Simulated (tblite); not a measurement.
C4H7GeN.
Numbering: `[CH:1]#[C:2][C@H:3]1[NH:4][CH2:5][GeH2:6]1` (hydrogens: H7 on C1; H8 on C3; H9 on N4; H10, H11 on C5; H12, H13 on Ge6)

Computed with GFN2-xTB (tblite), gas phase: L-BFGS steps from a force-field or distance-geometry start until the largest atomic force falls under 0.01 eV/Å.

The end geometry, which sets the zero of energy:
```
atom  x, y, z in Å
C1      2.9713   -0.4135    0.1397
C2      1.8018   -0.3412   -0.1124
C3      0.3988   -0.2601   -0.4028
N4     -0.4499   -0.8931    0.6108
C5     -1.7312   -0.2123    0.4682
Ge6    -0.6919    1.4069   -0.0561
H7      3.9960   -0.4720    0.3573
H8      0.2148   -0.6356   -1.4250
H9     -0.4876   -1.9060    0.5563
H10    -2.3591   -0.6027   -0.3460
H11    -2.3056   -0.2413    1.3946
H12    -0.2091    2.2443    1.0969
H13    -1.1527    2.3272   -1.1778
```

**Question.** These geometries come from the run, each turned onto the end geometry. Order them by energy, lowest first.
A.
```
atom  x, y, z in Å
C1      2.7895   -0.2753    0.4905
C2      1.6890   -0.3040    0.0054
C3      0.3850   -0.3326   -0.5703
N4     -0.5557   -1.1935    0.1781
C5     -1.5059   -0.2115    0.7110
Ge6    -0.6291    1.3508   -0.1452
H7      3.7499   -0.2536    0.8974
H8      0.3678   -0.5473   -1.6336
H9     -1.0245   -1.8374   -0.4611
H10    -2.5077   -0.3744    0.3399
H11    -1.4402   -0.1512    1.7926
H12     0.0985    2.2434    0.8376
H13    -1.4211    1.8872   -1.3387
```
B.
```
atom  x, y, z in Å
C1      2.9779   -0.3911    0.2253
C2      1.8062   -0.3731   -0.0140
C3      0.4233   -0.2651   -0.3993
N4     -0.4974   -0.9811    0.4829
C5     -1.7259   -0.1977    0.5367
Ge6    -0.6705    1.3972   -0.0296
H7      4.0154   -0.4574    0.3912
H8      0.3539   -0.5512   -1.4637
H9     -0.6147   -1.9601    0.2466
H10    -2.4904   -0.5101   -0.1749
H11    -2.1606   -0.2455    1.5371
H12    -0.2239    2.4014    0.9995
H13    -1.1976    2.1344   -1.2341
```
C.
```
atom  x, y, z in Å
C1      2.8443   -0.3765    0.4519
C2      1.7513   -0.3363   -0.0390
C3      0.4161   -0.2708   -0.5779
N4     -0.5153   -1.1159    0.1919
C5     -1.5608   -0.2218    0.7002
Ge6    -0.6787    1.3748   -0.1186
H7      3.8016   -0.4298    0.8792
H8      0.4459   -0.5176   -1.6484
H9     -0.8792   -1.8842   -0.3558
H10    -2.5644   -0.4746    0.3472
H11    -1.5732   -0.2458    1.7940
H12    -0.0847    2.4589    0.7559
H13    -1.4073    2.0401   -1.2770
```
D.
```
atom  x, y, z in Å
C1      2.7948   -0.2765    0.4944
C2      1.7221   -0.3452   -0.0199
C3      0.3963   -0.3228   -0.5897
N4     -0.5644   -1.1403    0.1551
C5     -1.5289   -0.1933    0.7100
Ge6    -0.6300    1.3404   -0.1345
H7      3.7527   -0.2551    0.9092
H8      0.4217   -0.5730   -1.6647
H9     -1.0086   -1.8321   -0.4481
H10    -2.5610   -0.4004    0.3833
H11    -1.4778   -0.1953    1.8102
H12     0.0787    2.2672    0.8100
H13    -1.3999    1.9270   -1.3117
```
E.
```
atom  x, y, z in Å
C1      2.9900   -0.4084    0.1159
C2      1.8114   -0.3568   -0.0929
C3      0.4063   -0.2707   -0.3780
N4     -0.4630   -0.9012    0.6205
C5     -1.7362   -0.2098    0.4593
Ge6    -0.6874    1.4033   -0.0507
H7      4.0191   -0.4512    0.3175
H8      0.2255   -0.6388   -1.4042
H9     -0.5190   -1.9137    0.5546
H10    -2.3646   -0.5955   -0.3554
H11    -2.3112   -0.2255    1.3846
H12    -0.2520    2.2488    1.1163
H13    -1.1234    2.3201   -1.1839
```

**Answer.** E (0.003 eV), B (0.051 eV), C (0.098 eV), D (0.185 eV), A (0.324 eV).

In the order of the answer:

```tsv
step	E above end (eV)	largest force (eV/Å)	rms force component (eV/Å)	rms distance from end (Å)	rms bond change (Å)	bond most changed (Å)
83	0.003	0.13	0.033	0.029	0.002	C3–Ge6 +0.004
73	0.051	0.44	0.131	0.169	0.005	Ge6–H13 -0.015
55	0.098	0.04	0.015	0.516	0.006	Ge6–H12 +0.010
5	0.185	0.92	0.272	0.575	0.010	C5–Ge6 -0.026
3	0.324	0.95	0.289	0.580	0.011	C3–H8 -0.019
```

The cost below is that of the whole relaxation. Hardware: one thread of an Arm Neoverse N1, shared host with 64 logical CPUs at a one-minute load of 60. Cost: 0.93 s of wall time.
